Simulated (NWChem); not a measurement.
C3H4FNSi; SMILES C#C/C=N/[SiH2]F

```xyz
10

C      0.0715    -3.5787     0.0000
C      0.1725    -2.3699     0.0000
C      0.3602    -0.9459     0.0000
N     -0.6079    -0.1233     0.0000
Si    -0.5212     1.6038     0.0000
F      1.0245     2.1249     0.0000
H     -0.0358    -4.6487     0.0000
H      1.4239    -0.6302     0.0000
H     -1.1749     2.1053    -1.2346
H     -1.1749     2.1053     1.2346
```
Atoms are numbered in this order, from 1.

Results from NWChem. Pople sets run with spherical d functions. Coordinates come from a PBE0/def2-SVP optimisation. Isolated, static molecule.

GIAO at B3LYP/6-31G*: principal shieldings of C1 are 62.8, 68.2, 200.8 ppm; an isolated tetramethylsilane molecule has σ = 189.5 ppm at the same levels.

Question: Find the isotropic 13C shift, its principal values, the span and the skew.

Answer: 
1. σ(iso) = one third of the sum = 110.6 ppm.
2. δ = σ(reference) − σ = 78.9 ppm against tetramethylsilane.
3. δ11, δ22, δ33 = 126.7, 121.3, -11.3 ppm.
4. Span Ω = δ11 − δ33 = 138.0 ppm; skew κ = 3(δ22 − δ(iso))/Ω = 0.92.
